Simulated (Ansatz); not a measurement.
Ansatz (a quantum-chemistry and plane-wave program) input (wB97X-V/def2-TZVPD):

Ansatz 0.2 input:
```yaml
crystal:
  periodic: [false, false, false]
  atoms:
    - {symbol: Cl, position_ang: [-2.82441507, -1.41266467, -1.05432628]}
    - {symbol: Si, position_ang: [-1.49547620, 0.01002220, -0.44145572]}
    - {symbol: Cl, position_ang: [-1.87199006, 0.56710870, 1.47969613]}
    - {symbol: Cl, position_ang: [-1.71598703, 1.65088734, -1.63183585]}
    - {symbol: N, position_ang: [0.06809999, -0.66700255, -0.54834014]}
    - {symbol: Si, position_ang: [1.51972058, -0.24748279, 0.24624032]}
    - {symbol: Cl, position_ang: [3.06552015, -0.94882928, -0.88704849]}
    - {symbol: Cl, position_ang: [1.63286668, 1.77497550, 0.44572196]}
    - {symbol: Cl, position_ang: [1.65730945, -1.07617213, 2.10430694]}
    - {symbol: H, position_ang: [0.14770869, -1.44672676, -1.18934831]}
basis:
  gaussian:
    orbitals: def2-TZVPD
hamiltonian:
  xc: {name: wB97X-V}
magnetization: {spin_polarized: true, initial_magnetization: 2}
```

End of the output:

```
integrals: 1.52 GiB planned
2532 factors; their error is unknown
integrals: 1.56 GiB planned
544 factors; integrals over basis functions are off by at most 4.0e-5 eV
0.69 GiB of the device are held for the grids
8.09 GiB of device memory are held for the factors and their scratch space
mean field: 6.37 GiB planned
mean field evaluation 1: about -92382.7631 eV, gradient 3.9e1 eV
mean field evaluation 2: about -92376.1282 eV, gradient 5.4e1 eV
mean field evaluation 4: about -92388.6036 eV, gradient 4.7e0 eV
mean field evaluation 8: about -92388.9873 eV, gradient 1.9e0 eV
mean field evaluation 16: about -92390.2783 eV, gradient 5.8e-1 eV
mean field evaluation 32: about -92389.6748 eV, gradient 5.7e0 eV
mean field -92390.39650631 eV, -3395.2844471469 hartree, gradient 4.8e-6 eV, S^2 2.005639; 6 other end points of the search recorded, 0 dependent functions left out
reference -92390.39650898 eV, -3395.2844472451 hartree; 70, 68 occupied and 338, 340 virtual orbitals, 2532 factors
Total energy: -92390.39650898 eV, -3395.2844472451 hartree
```

This state (charge 0, triplet) is run at the relaxed geometry of the species with charge 0 and multiplicity 1, and is a spin state other than that species' own.
